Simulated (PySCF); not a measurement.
Geometry:
```tsv
atom	x (Å)	y (Å)	z (Å)
Si1	-0.151	0.007	-0.101
Si2	-0.115	-0.028	2.247
H3	-1.501	0.039	2.813
H4	0.663	1.132	2.788
H5	0.527	-1.288	2.740
Si6	2.078	0.006	-0.836
H7	2.834	-1.136	-0.229
H8	2.766	1.278	-0.448
H9	2.155	-0.129	-2.328
C10	-1.022	1.570	-0.710
H11	-1.019	1.612	-1.811
H12	-0.522	2.475	-0.332
H13	-2.070	1.589	-0.370
C14	-1.027	-1.542	-0.741
H15	-2.068	-1.578	-0.383
H16	-0.515	-2.455	-0.398
H17	-1.041	-1.552	-1.842
```

Method: GIAO PBE0/pcSseg-1 shieldings, geometry: PBE0-D3(BJ)/def2-SVP, in PySCF 2.14 (a single conformation, no solvent, no relativistic terms, one averaged value for each set of equivalent atoms).

Shifts are taken against calculated references (same method and geometry level): ¹³C, ¹H, ²⁹Si against TMS.

```json
{"atoms": "Si1", "nucleus": "²⁹Si", "count": "1", "Hirshfeld charge": "0.23", "δ (ppm)": "-47.2"}
{"atoms": "C10/C14", "nucleus": "¹³C", "count": "2", "Hirshfeld charge": "-0.21", "δ (ppm)": "?"}
{"atoms": "H11/H12/H13/H15/H16/H17", "nucleus": "¹H", "count": "6", "Hirshfeld charge": "0.04", "δ (ppm)": "?"}
{"atoms": "H3/H4/H5/H7/H8/H9", "nucleus": "¹H", "count": "6", "Hirshfeld charge": "-0.08", "δ (ppm)": "3.48"}
{"atoms": "Si2/Si6", "nucleus": "²⁹Si", "count": "2", "Hirshfeld charge": "0.19", "δ (ppm)": "-102.2"}
```

**Question.** Complete the table.

**Answer.** 
- C10/C14: -3.0 ppm, carbon bonded to Si, 3 H
- H11/H12/H13/H15/H16/H17: 0.38 ppm, hydrogen on a carbon bonded to Si

Shifts are as computed. Against solution values, carbons near 30 ppm lie about +2 ppm off and those near 130 ppm about +5 ppm. Of 1211 compounds with measured shifts, 218 miss one by over three times the rms of a fit or turn the order of signals round; such compounds aren't used in these exercises.
